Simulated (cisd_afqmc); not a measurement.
Input (AFQMC/CISD/cc-pV(T+d)Z; cisd_afqmc is a phaseless AFQMC code with CISD trial states that reads the integrals written by Ansatz): A basis named .json is the Basis Set Exchange file of that set.

Ansatz 0.2 input:
```python
import cisd_afqmc

open("ham.yaml", "w").write("""\
crystal:
  periodic: [false, false, false]
  atoms:
    - {symbol: P, position_ang: [0.22266949, 0.07072999, 0.23997884]}
    - {symbol: O, position_ang: [1.34681506, 0.02547239, -0.71952529]}
    - {symbol: O, position_ang: [-0.69375609, -1.25088237, 0.35945388]}
    - {symbol: O, position_ang: [-0.97176528, 1.10674436, -0.07746276]}
    - {symbol: H, position_ang: [-0.15940041, -2.05545080, 0.32086940]}
    - {symbol: H, position_ang: [-0.63099147, 1.94382594, -0.42027869]}
basis:
  gaussian:
    orbitals: cc-pV_T+d_Z.json
magnetization: {spin_polarized: true, initial_magnetization: 1}
correlation: {method: ccsd, electrons: outside_noble_gas, hamiltonian_folder: ham}
""")
rep = cisd_afqmc.ansatz("ham.yaml")
e_ccsd = rep["correlation"]["coupled_cluster"]["energy"]["hartree"]
out = cisd_afqmc.run("ham", e_ccsd, trial="CISD", walkers=1000, populations=1, threads=12, dt=0.005, steps=40, early=24, settle=10, least=100,
    cut=5e-5, rank_cut=2e-4, target=0.0007, seconds=1500, seed=4, memory=62639, gpu=True)
```

Output:

```
orbitals 149, occupied [13, 12], factors 859 of 955, rank of the doubles 1162 of 3412
E(HF) = -566.657420
E(CCSD) on the cut factors = -567.513360, shift to the whole factors -0.000010
Energy of the trial state on the determinant = -567.513383
  tau behind 7.2 of longer steps, mean of the populations' last blocks
   2.0  -567.55041
   4.0  -567.55153
   6.0  -567.55139
   8.0  -567.54835
  10.0  -567.54944
  12.0  -567.54777
  14.0  -567.54928
  16.0  -567.54857
  18.0  -567.55130
  20.0  -567.54780
  22.0  -567.55069
blocks 100 (0 outliers left out), error by blocks joined: 1: 0.00040, 2: 0.00044, 4: 0.00045, 8: 0.00053
E(AFQMC/CISD) = -567.54961 +/- 0.00053
```
